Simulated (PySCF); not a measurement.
**Gas-phase XPS of `[CH3][GeH]1[CH2]C[CH2]1`, computed**

Species: C4H10Ge.
Geometry (PBE0-D3(BJ)/def2-SVP, Å), atoms numbered from 1 in this order:
```
atom  x, y, z in Å
C1     2.0562   -0.3621   -0.6706
Ge2    0.7298    0.3395    0.5778
C3    -0.8202    1.2166   -0.2870
C4    -1.5617   -0.1407   -0.2061
C5    -0.7995   -0.8696    0.9277
H6     2.6790    0.4508   -1.0722
H7     1.5490   -0.8587   -1.5109
H8     2.7135   -1.0935   -0.1774
H9     1.4197    1.0398    1.7714
H10   -1.2638    1.9681    0.3850
H11   -0.7256    1.6597   -1.2888
H12   -1.4275   -0.6905   -1.1528
H13   -2.6510   -0.0587   -0.0467
H14   -0.6896   -1.9580    0.8187
H15   -1.2363   -0.6610    1.9170
```

The calculation used delta-SCF UKS SCAN, pcX-2 on the ionised atom, pcseg-1 elsewhere, spin-free X2C (PySCF 2.14.0). Binding energies are ΔSCF values: E(core-ionised, relaxed orbitals) − E(ground state) at a fixed geometry, referred to the vacuum level.

Task: List the computed XPS lines with their assignment.

Result: 
| atom(s) | bonded to | level | binding energy (eV) | above the level's lowest (eV) | count |
| --- | --- | --- | --- | --- | --- |
| C3/C5 | C, 2 H and Ge | C 1s | 289.68 | 0.00 | 2 |
| C1 | 3 H and Ge | C 1s | 290.09 | +0.41 | 1 |
| C4 | 2 C and 2 H | C 1s | 290.42 | +0.74 | 1 |

Lowest listed C 1s: C3/C5, bonded to C, 2 H and Ge. Highest, 0.74 eV above it: C4, bonded to 2 C and 2 H. The widest gap between neighbouring values is 0.41 eV, between 289.68 and 290.09 eV. Summing the Pauling electronegativity differences to the bonded atoms, each weighted by its formal bond order, gives -1.24 for the lowest site and -0.70 for the highest; no listed site has a larger sum than the highest. The smallest sum, -1.59, belongs to C1, 0.41 eV above the lowest.

Task: Give the binding energy of C 1s of C3/C5 in hartree and in kJ/mol.

Result: 289.68 eV = 10.6455 Eh = 27950 kJ/mol.

Task: Which photon wavelength matches the C 1s of C3/C5 threshold?

Result: λ = hc/E = 12398.42 eV Å / 289.68 eV = 42.800 Å.

The first atom of each set that the bonding makes equivalent was ionised and stands for the set. No level of germanium is listed. One conformer (not necessarily the lowest) at the PBE0-D3(BJ)/def2-SVP geometry, without solvent, vibrations or thermal averaging.
